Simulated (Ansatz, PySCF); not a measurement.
Gas-phase reaction (SMILES): F[SiH2]Cl [chloro(fluoro)silane] → F[SiH2] + Cl atom; the Cl-Si bond at the site shown breaks (other sites are not compared here).

Each molecule is optimised on its own at B3LYP-D3(BJ)/def2-TZVP (Ansatz, a program for electronic structure). Cores are frozen in the correlated levels unless marked. UHF or UKS for open shells. Spin-orbit coupling is left out. Non-relativistic. CBS(X,Y): correlation extrapolated as X^-3; Hartree-Fock from the larger set. Thermal terms are rigid-rotor harmonic-oscillator values from B3LYP-D3(BJ) frequencies (PySCF) at 298.15 K and 1 atm. 1 Eh = 627.5095 kcal/mol. Atoms have translation alone.

```tsv
species	E, CCSD(T)/CBS(cc-pV(T+d)Z,cc-pV(Q+d)Z) (Ansatz) (Eh)	E, PBE/def2-TZVPD (Ansatz) (Eh)	H - E (Eh)
F[SiH2]Cl	-849.95406	-850.48036	0.02656
F[SiH2]	-390.05793	-390.34035	0.02153
Cl atom	-459.70714	-459.95933	0.00236
```

Work out ΔE and ΔH at 298.15 K at the first level, then ΔH at the second.


1. ΔE = [(-390.05793) + (-459.70714)] - [(-849.95406)] = 0.18899 Eh = 118.6 kcal/mol at CCSD(T)/CBS(cc-pV(T+d)Z,cc-pV(Q+d)Z).
2. The terms H - E add up to -0.00267 Eh, so ΔH = (0.18899 + (-0.00267))×627.5095 = 116.9 kcal/mol.
3. At PBE/def2-TZVPD the same steps give ΔE = 113.4 and ΔH = 111.7 kcal/mol, a shift of -5.2 from the first level.
4. These values are not checked against measurement here, since the tables used lack a sound gas-phase enthalpy of formation for at least one species.
